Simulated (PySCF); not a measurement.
Computed shifts of a molecule C₂H₄FNSi, PySCF with PBE/pcSseg-1, GIAO, gas phase, atoms alike by connectivity averaged where their shifts nearly agree, in ppm (number of nuclei): ¹⁹F: -191.6 (1). ¹³C: 194.5 (1), 108.1 (1). ¹⁵N: 544.5 (1). ²⁹Si: -10.3 (1). ¹H: 9.19 (1), 6.64 (1), 6.41 (1), 6.04 (1). References: ¹⁹F against CFCl3 (σ = 133.6 ppm); ¹³C against TMS (σ = 182.0 ppm); ¹⁵N against NH3 (σ = 267.0 ppm); ²⁹Si against TMS (σ = 335.4 ppm); ¹H against TMS (σ = 31.49 ppm), references at their B3LYP-D3(BJ)/def2-TZVP geometries, non-relativistic. Geometry optimised at TPSSh-D3(BJ)/def2-SVP. One conformer was computed; it need not be the lowest.

Question: Which molecule gave these data?
(A) F[C@@H]1N=C[SiH2]1
(B) C#C[Si@@H](N)F
(C) N#C[C@@H](F)[SiH3]
(D) F[Si@H]1C=NC1

Answer: A, F[C@@H]1N=C[SiH2]1
